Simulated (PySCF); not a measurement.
Zn(F)(OSiH3) (FH3OSiZn), SMILES [F][Zn][O][SiH3].

Geometry optimised at r2SCAN-D4/def2-SVP. The structure was generated by enumeration; whether it is a known compound was not checked. One conformer was computed; it need not be the lowest.

All values below come from TDDFT-LC-ωPBE/def2-SVPD in PySCF.

Vertical excitations.  State labels are in the subgroup Cs.

Task: Estimate the UV-visible absorptions. (Estimate from the structure and the level; the computed values follow.)

Result: 
```csv
state,symmetry,energy (eV),λ (nm),f,main pairs
S1,A",6.40,194,0.005,HOMO→LUMO 81 %
S2,A',6.73,184,0.013,HOMO−1→LUMO 77 %
S3,A",7.86,158,0.005,"HOMO−3→LUMO 51 %, HOMO→LUMO+1 13 %, HOMO−4→LUMO 10 %, HOMO→LUMO+4 9 %"
S4,A',7.90,157,0.012,"HOMO−2→LUMO 59 %, HOMO−5→LUMO 16 %"
S5,A",8.12,153,0.021,HOMO→LUMO+1 64 %
S6,A',8.30,149,0.029,HOMO→LUMO+2 69 %
S7,A",8.47,146,0.011,"HOMO−1→LUMO+2 41 %, HOMO−4→LUMO 19 %, HOMO→LUMO+4 9 %"
S8,A',8.50,146,0.047,"HOMO−1→LUMO+1 42 %, HOMO−5→LUMO 19 %, HOMO−1→LUMO+4 11 %, HOMO−1→LUMO+7 7 %"
S9,A",8.52,145,0.007,"HOMO−1→LUMO+2 34 %, HOMO−4→LUMO 17 %, HOMO→LUMO+4 12 %, HOMO→LUMO+3 11 %"
S10,A',8.70,142,0.006,"HOMO−1→LUMO+1 23 %, HOMO−1→LUMO+3 18 %, HOMO−5→LUMO 18 %, HOMO−1→LUMO+4 9 %"
T1,A",6.02,206,0,HOMO→LUMO 77 %
T2,A',6.24,199,0,HOMO−1→LUMO 73 %
T3,A',7.44,167,0,"HOMO−2→LUMO 56 %, HOMO−5→LUMO 16 %"
T4,A",7.44,167,0,"HOMO−3→LUMO 53 %, HOMO−4→LUMO 11 %, HOMO→LUMO+4 11 %"
```
Triplets are in the Tamm–Dancoff approximation, which puts them higher than full response would, so one can lie above its singlet here.
